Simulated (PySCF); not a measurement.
Al2 (SMILES [Al][Al]), triplet, at a GFN2-xTB geometry (such geometries of metal compounds can be far from the true shape); MP2/cc-pVDZ (PySCF).

PySCF was given this input:
```python
from pyscf import gto, scf, mp

mol = gto.Mole()
mol.atom = '''
    Al   -0.000000   -0.000000   -1.252830
    Al    0.000000    0.000000    1.252830
'''
mol.basis = 'cc-pvdz'
mol.charge = 0
mol.spin = 2
mol.verbose = 4
mol.build()

mf = scf.UHF(mol)
mf.kernel()

pt = mp.MP2(mf)
pt.kernel()
print('E(MP2) = %.10f' % pt.e_tot)
```

The log (banner, timings and long lists left out):

```
PySCF version 2.14.0

[INPUT] verbose = 4
[INPUT] num. atoms = 2
[INPUT] num. electrons = 26
[INPUT] charge = 0
[INPUT] spin (= nelec alpha-beta = 2S) = 2
[INPUT] symmetry False subgroup None
[INPUT] Mole.unit = angstrom
[INPUT] Symbol           X                Y                Z      unit          X                Y                Z       unit  Magmom
[INPUT]  1 Al     0.000000000000   0.000000000000  -1.252830000000 AA    0.000000000000   0.000000000000  -2.367505580639 Bohr   0.0
[INPUT]  2 Al     0.000000000000   0.000000000000   1.252830000000 AA    0.000000000000   0.000000000000   2.367505580639 Bohr   0.0

nuclear repulsion = 35.6915737352554
number of shells = 10
number of NR pGTOs = 82
number of NR cGTOs = 36
basis = cc-pvdz
ecp = {}

******** <class 'pyscf.scf.uhf.UHF'> ********
method = UHF
initial guess = minao
damping factor = 0
level_shift factor = 0
DIIS = <class 'pyscf.scf.diis.CDIIS'>
diis_start_cycle = 1
diis_space = 8
diis_damp = 0
SCF conv_tol = 1e-09
SCF conv_tol_grad = None
SCF max_cycles = 50
direct_scf = True
direct_scf_tol = 1e-13
number electrons alpha = 14  beta = 12
Set gradient conv threshold to 3.16228e-05
init E= -483.730161413493

cycle= 1 E= -483.749003824301  delta_E= -0.0188  |g|= 0.0687  |ddm|= 0.779
cycle= 2 E= -483.758544416311  delta_E= -0.00954  |g|= 0.0252  |ddm|= 0.183
cycle= 3 E= -483.760296850166  delta_E= -0.00175  |g|= 0.0122  |ddm|= 0.0752
cycle= 4 E= -483.760915486785  delta_E= -0.000619  |g|= 0.00625  |ddm|= 0.0515
cycle= 5 E= -483.761142691708  delta_E= -0.000227  |g|= 0.00358  |ddm|= 0.0301
cycle= 6 E= -483.761248432876  delta_E= -0.000106  |g|= 0.00102  |ddm|= 0.0264
cycle= 7 E= -483.761255374372  delta_E= -6.94e-06  |g|= 0.000246  |ddm|= 0.00634
cycle= 8 E= -483.761255628176  delta_E= -2.54e-07  |g|= 3.4e-05  |ddm|= 0.00144
cycle= 9 E= -483.761255631441  delta_E= -3.27e-09  |g|= 4.14e-06  |ddm|= 0.000253
cycle= 10 E= -483.761255631476  delta_E= -3.52e-11  |g|= 5.18e-07  |ddm|= 1.9e-05
Extra cycle  E= -483.761255631477  delta_E= -9.09e-13  |g|= 2.05e-07  |ddm|= 2.43e-06
converged SCF energy = -483.761255631477  <S^2> = 2.037778  2S+1 = 3.0250805

******** <class 'pyscf.mp.ump2.UMP2'> ********
nocc = (np.int64(14), np.int64(12)), nmo = (36, 36)
E(UMP2) = -483.859636693028  E_corr = -0.0983810615505407
E(SCS-UMP2) = -483.858993079945  E_corr = -0.0977374484677744
E_corr(same-spin) = -0.0234459523763936
E_corr(oppo-spin) = -0.0749351091741471
E(MP2) = -483.8596366930
```
